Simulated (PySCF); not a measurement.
Computed IR spectrum (relative IR intensity) of a molecule CH₉ClOSi₃. Geometry: PBE-D3(BJ)/def2-SVP. Other conformers were not sampled. Method: PBE-D3(BJ)/def2-SVP run with PySCF. Frequencies are harmonic and unscaled.

Lines under 2 % of the strongest are left out, and lines within 2 cm⁻¹ are merged.

| ν (cm⁻¹) | relative intensity |
|---|---|
| 133 | 2.4 |
| 191 | 3.1 |
| 268 | 2.5 |
| 395 | 4.8 |
| 441 | 2.6 |
| 486 | 2.9 |
| 516 | 9.6 |
| 524 | 12 |
| 645 | 8.8 |
| 685 | 63 |
| 719 | 6.7 |
| 760 | 100 |
| 795 | 29 |
| 836 | 36 |
| 896 | 25 |
| 901 | 15 |
| 905 | 18 |
| 1110 | 69 |
| 1163 | 24 |
| 1427 | 6.0 |
| 2145 | 41 |
| 2148 | 13 |
| 2160 | 41 |
| 2170 | 37 |
| 2177 | 43 |
| 2907 | 23 |
| 2974 | 14 |
| 3044 | 11 |

Which molecule gave these data?
(A) O[SiH2]C[SiH2][SiH2]Cl
(B) [SiH3]CO[SiH2][SiH2]Cl
(C) CO[Si@H]([SiH3])[SiH2]Cl
(D) C[SiH2][SiH2][Si@H](O)Cl

C, CO[Si@H]([SiH3])[SiH2]Cl
